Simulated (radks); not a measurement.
Values are calculated unless marked as measured or tabulated.
The nitrogen anion N3-, [Ne], held by a Watson sphere: a shell of charge +3 at radius R that stands for the Madelung well of a crystal (potential energy -3/R inside, -3/r outside, in hartree with lengths in bohr). Level of theory: non-relativistic Kohn-Sham, LDA (Slater exchange, VWN5 correlation), spin-polarised, spherical densities, point nucleus (a radial shooting solver on a logarithmic mesh with Libxc functionals). Response by self-consistent Sternheimer equations with the Hartree and adiabatic LDA kernel. The sphere does not respond.

[
 {"R (bohr)": "1.61", "e(1s) (eV)": "-373.33", "e(2s) (eV)": "-20.505", "e(2p) (eV)": "-9.100", "<r> 2p (bohr)": "1.585", "sum of <r^2> (bohr^2)": "24.02", "X-ray form factor at sin(theta)/lambda = 0.1 1/angstrom": "8.460", "alpha (bohr^3)": "13.02"},
 {"R (bohr)": "1.84", "e(1s) (eV)": "-373.92", "e(2s) (eV)": "-19.186", "e(2p) (eV)": "-8.194", "<r> 2p (bohr)": "1.684", "sum of <r^2> (bohr^2)": "26.97", "X-ray form factor at sin(theta)/lambda = 0.1 1/angstrom": "8.303", "alpha (bohr^3)": "17.11"},
 {"R (bohr)": "1.88", "e(1s) (eV)": "-374.01", "e(2s) (eV)": "-18.972", "e(2p) (eV)": "-8.045", "<r> 2p (bohr)": "1.701", "sum of <r^2> (bohr^2)": "27.49", "X-ray form factor at sin(theta)/lambda = 0.1 1/angstrom": "8.277", "alpha (bohr^3)": "17.93"},
 {"R (bohr)": "2.09", "e(1s) (eV)": "-374.42", "e(2s) (eV)": "-17.928", "e(2p) (eV)": "-7.308", "<r> 2p (bohr)": "1.788", "sum of <r^2> (bohr^2)": "30.28", "X-ray form factor at sin(theta)/lambda = 0.1 1/angstrom": "8.139", "alpha (bohr^3)": "22.87"},
 {"R (bohr)": "2.23", "e(1s) (eV)": "-374.63", "e(2s) (eV)": "-17.308", "e(2p) (eV)": "-6.857", "<r> 2p (bohr)": "1.846", "sum of <r^2> (bohr^2)": "32.18", "X-ray form factor at sin(theta)/lambda = 0.1 1/angstrom": "8.049", "alpha (bohr^3)": "26.84"},
 {"R (bohr)": "3.09", "e(1s) (eV)": "-375.12", "e(2s) (eV)": "-14.665", "e(2p) (eV)": "-4.746", "<r> 2p (bohr)": "2.191", "sum of <r^2> (bohr^2)": "45.07", "X-ray form factor at sin(theta)/lambda = 0.1 1/angstrom": "7.541", "alpha (bohr^3)": "68.77"},
 {"R (bohr)": "3.75", "e(1s) (eV)": "-375.11", "e(2s) (eV)": "-13.617", "e(2p) (eV)": "-3.738", "<r> 2p (bohr)": "2.452", "sum of <r^2> (bohr^2)": "56.78", "X-ray form factor at sin(theta)/lambda = 0.1 1/angstrom": "7.207", "alpha (bohr^3)": "131.9"},
 {"R (bohr)": "3.89", "e(1s) (eV)": "-375.10", "e(2s) (eV)": "-13.464", "e(2p) (eV)": "-3.573", "<r> 2p (bohr)": "2.507", "sum of <r^2> (bohr^2)": "59.50", "X-ray form factor at sin(theta)/lambda = 0.1 1/angstrom": "7.143", "alpha (bohr^3)": "150.0"}
]
